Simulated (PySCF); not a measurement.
Run record for o-xylene (`Cc1ccccc1C`): B97-D/IGLO-II, IEF-PCM methanol, energy threshold 1e-11 Eh, full TDDFT, 3 singlets.

Method: TDDFT B97-D/IGLO-II, vertical, IEF-PCM methanol (non-equilibrium linear response), core orbitals frozen in the response (PySCF 2.14.0, density-fitted response routines). Geometry: GFN2-xTB. A driver script takes a list of jobs; this job's settings line and coordinates (Å) are shown.

Command:
```bash
OMP_NUM_THREADS=1 python probes_run.py task.json out
```

Input:
```
{"job": {"kind": "uv", "xc": "B97-D", "basis": "IGLO-II", "solvent": "methanol", "nstates": 3, "ntriplets": 2, "tda": false, "scf": {"conv": 1e-11}}, "charge": 0, "multiplicity": 1}
C     -0.969870    -1.867168    -0.053807
C      0.008188    -0.733767     0.011533
C      1.367365    -0.988803     0.126908
C      2.287598     0.042598     0.187288
C      1.850069     1.353135     0.131741
C      0.497063     1.618234     0.016106
C     -0.434164     0.591189    -0.045104
C     -1.894743     0.902489    -0.168469
H     -1.533871    -1.834119    -0.985713
H     -0.456307    -2.823527     0.004884
H     -1.684077    -1.806680     0.767031
H      1.710411    -2.013273     0.169916
H      3.341402    -0.177137     0.277021
H      2.558522     2.167265     0.178291
H      0.155744     2.643192    -0.028492
H     -2.305084     0.465403    -1.078421
H     -2.058515     1.976756    -0.197351
H     -2.448490     0.490533     0.674980
```

**Question.** Predict the output.

**Answer.** 
```
final grid: 143384 points
cycle   1  E = -310.6064963717  dE =  8.804e-01  |g| = 5.970e-01  |ddm| = 3.763e+00
cycle   2  E = -310.5506268232  dE =  5.587e-02  |g| = 7.519e-01  |ddm| = 1.100e+00
cycle   3  E = -310.7060075654  dE = -1.554e-01  |g| = 3.631e-02  |ddm| = 6.382e-01
cycle   4  E = -310.7062466885  dE = -2.391e-04  |g| = 1.708e-02  |ddm| = 5.000e-02
cycle   5  E = -310.7062913989  dE = -4.471e-05  |g| = 9.811e-03  |ddm| = 1.736e-02
cycle   6  E = -310.7063154033  dE = -2.400e-05  |g| = 1.942e-03  |ddm| = 7.759e-03
cycle   7  E = -310.7063162689  dE = -8.656e-07  |g| = 8.063e-04  |ddm| = 2.020e-03
cycle   8  E = -310.7063164368  dE = -1.680e-07  |g| = 1.644e-04  |ddm| = 6.681e-04
cycle   9  E = -310.7063164426  dE = -5.716e-09  |g| = 4.955e-05  |ddm| = 1.478e-04
cycle  10  E = -310.7063164432  dE = -6.380e-10  |g| = 6.496e-06  |ddm| = 4.647e-05
cycle  11  E = -310.7063164432  dE = -1.080e-11  |g| = 1.461e-06  |ddm| = 8.557e-06
cycle  12  E = -310.7063164432  dE =  3.411e-13  |g| = 1.044e-06  |ddm| = 1.952e-06
converged SCF energy = -310.7063164432

Static polarisability (au): isotropic 121.167, principal 69.393 140.539 153.568

Singlet excitations
state   eV       nm        f      main configurations
  1   5.1943    238.7   0.00317   H->L 0.58, H-1->L+1 0.42
  2   5.8308    212.6   0.03296   H->L+1 0.68, H-1->L 0.30
  3   6.6169    187.4   0.53791   H-1->L 0.66, H->L+1 0.29

Triplet excitations (Tamm-Dancoff, eV): 4.1526 4.5812
```

H and L stand for HOMO and LUMO; the number after each pair is its weight.

**Question.** How does the lowest singlet excitation compare with the HOMO–LUMO gap?

**Answer.** HOMO -5.73 eV and LUMO -0.74 eV give a gap of 4.99 eV; S1 at 5.19 eV lies 0.20 eV above it.

**Question.** Give S1 in cm⁻¹ and kJ/mol.

**Answer.** 5.1943 eV × 8065.54 = 41895 cm⁻¹; × 96.485 = 501.2 kJ/mol.

In short: SCF converged in 12 cycles with 236 basis and 850 fitting functions; HOMO -5.73 eV, LUMO -0.74 eV; lowest singlet 5.19 eV; lowest triplet 4.15 eV (Tamm–Dancoff); mean polarisability 121.2 au.

Geometry: GFN2-xTB; no vibrations or thermal averaging.

**Question.** Estimate the wall time. Hardware: an Intel Xeon Platinum 8175M at 2.50 GHz with one thread (shared host). And the peak memory of the process?

**Answer.** About 66 s, with 0.80 GiB resident at the peak, the Python interpreter and its libraries included.

Note: B97-D ran without an empirical dispersion term, which enters the total energy and its gradient alone.
